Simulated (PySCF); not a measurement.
# Cobalt: a sound run and one with changed settings

Sound run: Co [Ar] 3d7 4s2, Co⁺ [Ar] 3d8. Calculation: PySCF 2.14, in jorge-DZP-DKH (8s6p2d1f, 43 functions); scalar relativity by spin-free X2C-1e. In the sound run the correlated levels freeze [Ar]. The sound run starts from symmetry-adapted Hartree-Fock orbitals and uses a fine grid where one is needed.

Changed run: initial guess atom, at most 50 SCF cycles.

| species | method | sound run (hartree) | changed run (hartree) | converged |
| --- | --- | --- | --- | --- |
| Co | UHF | -1391.67063 | -1391.56833 | yes |
| Co | r2SCAN | -1393.00045 | -1393.00045 | yes |
| Co | M06-L | -1392.95867 | -1392.95864 | yes |
| Co⁺ | UHF | -1391.37073 | -1391.37073 | yes |
| Co⁺ | r2SCAN | -1392.71228 | -1392.71228 | yes |
| Co⁺ | M06-L | -1392.68710 | -1392.68710 | yes |
| Co⁺ | MP2 | -1391.55433 | -1391.55433 | yes |

Ionisation energy of Co:

| method | sound run (eV) | changed run (eV) |
| --- | --- | --- |
| r2SCAN | 7.842 | 7.842 |
| M06-L | 7.390 | 7.389 |

The plain start fixes occupations by D2h representation alone, and Co at UHF landed in another state (other ⟨L²⟩ or ⟨S²⟩). 

For comparison, NIST gives 7.881 eV between the lowest levels.
